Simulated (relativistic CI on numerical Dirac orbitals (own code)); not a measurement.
Hyperfine structure of Mn+, mass number 53

Calculated at this level of theory: Dirac-Coulomb-Breit CI, separate exchange-only KLI orbitals for each configuration, a model potential for QED, valence Slater integrals scaled by 0.85, P86 correlation energy added to each configuration (own radial code, finite nucleus).

Configuration list (outside the closed core [Ar]): 3d5 4s, 3d6, 3d5 4p, 3d4 4s2, 3d5 4d, 3d5 4f, 3d5 5s, 3d4 4s 4p, 3d5 5p, 3d3 4s 4p2, 3d5 6s, 3d5 5d, 3d5 6p. Levels of other configurations are missing.

Nuclear spin I = 7/2, μ = 5.033 μN, Q = 0.17 b (tables of Stone and Pyykkö). The electronic factors are computed for point nuclear moments, without core polarisation; leaving it out makes A of s and p electrons in near-neutral atoms 20 to 40 % too small, and it can dominate for d and f shells.

```
      Level  E (cm⁻¹)  A (MHz)  B (MHz)
3d5 4s 7S_3       0.0     1051  -0.0146
3d5 4s 5S_2   11490.2   -941.3  -0.0126
   3d6 5D_4   19383.3    283.5     78.3
   3d6 5D_3   19621.4      212     19.4
   3d6 5D_2   19789.7    163.1    -16.6
   3d6 5D_1   19898.0    132.1    -26.9
3d5 4s 5G_6   27570.5    946.8  -0.0476
3d5 4s 5G_5   27594.2    820.7     2.39
```

Levels with J = 0, under 50 % of one LS term, or S terms without an open s electron are left out. Small factors come from cancelling terms and can be off by tens of per cent or more.

For a near-neutral ion this model can misplace configurations by up to about 10,000 cm⁻¹ (more where the count of f electrons changes) and terms by 10 to 25 % of their spread. Rates follow the energies as ν³ (E1, M1) or ν⁵ (E2), so they and the lifetimes can be off by large factors. The fine structure of a lone outer electron comes out too small, for d and f at times inverted, and misplaced configurations move strength between like terms. 17 of the 17 excited levels that our extract of the measured tables holds in this range could be paired (the sources list more); they are missed by 2088 cm⁻¹ on average and 5057 at most, and levels without a partner can miss by more.

**Question.** Give the hyperfine levels of 3d5 4s 7S_3 relative to its centre of gravity.

**Answer.** With K = F(F + 1) − I(I + 1) − J(J + 1), E = AK/2 + B[¾K(K + 1) − I(I + 1)J(J + 1)]/[2I(2I − 1)J(2J − 1)]: F = 1/2: -14190, F = 3/2: -12620, F = 5/2: -9988, F = 7/2: -6308, F = 9/2: -1577, F = 11/2: 4206, F = 13/2: 11040 MHz.
